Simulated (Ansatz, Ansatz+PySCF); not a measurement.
```yaml
atoms:
  - { symbol: Al, position_ang: [0.0000, 0.0000, -0.1286] }
  - { symbol: H, position_ang: [0.0000, 0.0000, 1.6724] }
```

Basis set: def2-SVP (spherical functions). Correlated methods keep 5 orbitals frozen. Charge 0, multiplicity 1.

Computed with Ansatz (development build ahead of 0.2.0); each method stands on the lowest determinant of its kind that the runs found. Restricted open shells among the atoms or ions are ROHF, correlated in semicanonical orbitals with singles.

(1) Give the atomization energy at this shape (free ground-state atoms in the same class of orbitals less the molecule, no zero-point energy) of singlet AlH by RHF-CCSD(T), RHF-MP2, UHF-MP2, UHF, RHF.

Results:

(1)

```csv
method,atomization energy
RHF-CCSD(T),282.8 kJ/mol
RHF-MP2,265.9 kJ/mol
UHF-MP2,263.4 kJ/mol
UHF,210.8 kJ/mol
RHF,217.2 kJ/mol
```

Caution for UHF-MP2, UHF: the determinant breaks the point group.
